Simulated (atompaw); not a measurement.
Pseudopotential generation for iron: PAW (atompaw), PBE, non-relativistic.

```
Element                 : Fe (Z = 26)
Generator               : atompaw 4.2.0.5
Type                    : PAW
Functional              : PBE
Relativity              : non-relativistic
Frozen core             : [Ar]
Valence charge          : 8
Reference configuration : 3d6 4s2 4p0
Partial waves           : 4s (bound): rc 2.20 bohr; 4s channel at 1.65 Ry: rc 2.20 bohr; 4p (bound, empty): rc 2.75 bohr; 4p channel at 0.55 Ry: rc 2.75 bohr; 3d (bound): rc 1.60 bohr; 3d channel at 3.2 Ry: rc 1.60 bohr
Local potential         : troulliermartins scheme with l = 3 at 1 Ry, radius 1.80 bohr
Core correction         : smooth core density matched at 1.40 bohr
Augmentation charge     : sinc compensation charge, radius 2.00 bohr; PAW radius 2.75 bohr; waves and projectors: custom rrkj gramschmidtortho
```

All-electron outer shells of the reference configuration (PBE, non-relativistic, ld1.x):

```json
{"shell": "3p", "level (eV)": "-59.63", "outermost node (bohr)": "0.30", "outermost maximum (bohr)": "0.72"}
{"shell": "3d", "level (eV)": "-7.78", "outermost node (bohr)": "–", "outermost maximum (bohr)": "0.71"}
{"shell": "4s", "level (eV)": "-5.20", "outermost node (bohr)": "1.01", "outermost maximum (bohr)": "2.44"}
{"shell": "4p", "level (eV)": "-1.35", "outermost node (bohr)": "1.11", "outermost maximum (bohr)": "3.33"}
```

Calculated quality:

| Property | Result |
| --- | --- |
| Cutoffs needed | 40 Ry and 70 Ry (the cutoffs (Ry, on a coarse ladder) from which the occupation-weighted sum of valence levels, in a spherical-Bessel basis at the reference potential, stays within 10 and 1 mRy of its value at 400 Ry) |
| Ghost test | no extra level below or beside the all-electron valence levels (s, p, d, f tested) (spherical-Bessel basis up to 400 Ry, 20 bohr box) |
| Lowest eigenvalue of the overlap operator | 0.40 (s channel) |
| Overlap eigenvalues printed by atompaw (projector basis) | 0.0459, 0.13, 0.456, 4.32, 11, 18.6 |
| Share of each valence orbital outside the PAW sphere | 4s 53 %, 4p 81 %, 3d 3 % |

Generation and tests took about 0.83 s on one core of a shared server CPU.
